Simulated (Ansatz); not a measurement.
C₂H₆GaN, relaxed with RKS PBE-D4/def2-SVP in Ansatz from a rough embedded geometry. The force threshold is 0.03 eV/Å; the program also tests the step.

The species carries charge 0 and has multiplicity 1. The bonds changed during the relaxation, so this is another structure than the one it started from.

Start:

```xyz
10

C     0.327   -1.157   -0.654
N    -0.345   -0.059   -0.124
C     0.587    1.031   -0.082
Ga   -1.492    1.296    1.291
H    -0.373   -2.076   -0.715
H     0.727   -1.017   -1.680
H     1.198   -1.490    0.017
H     0.997    1.145    1.008
H     0.098    2.012   -0.301
H    -1.722    0.315    1.241
```

(1) By how much does the energy fall, and how many steps does the optimiser take? (Estimate.)

(2) Which bonds change most? (Best estimate.)

(3) Give the relaxed structure. (Estimate.)

Answers

(1) Computed: 8.41 eV, in 17 steps, 1 of them rejected.

(2) The calculation gave: Ga4–H10 from 1.009 to 1.661 Å; C3–Ga4 from 2.506 to 2.380 Å; N2–C3 from 1.435 to 1.311 Å; C1–N2 from 1.392 to 1.449 Å.

(3) Ansatz gave: 
```xyz
10

C     0.292   -1.092   -0.544
N    -0.221    0.257   -0.663
C     0.434    1.206   -0.040
Ga   -1.241    0.984    1.636
H    -0.539   -1.818   -0.457
H     0.836   -1.340   -1.484
H     1.007   -1.246    0.303
H     1.377    1.032    0.537
H     0.200    2.263   -0.272
H    -2.146   -0.247    0.983
```
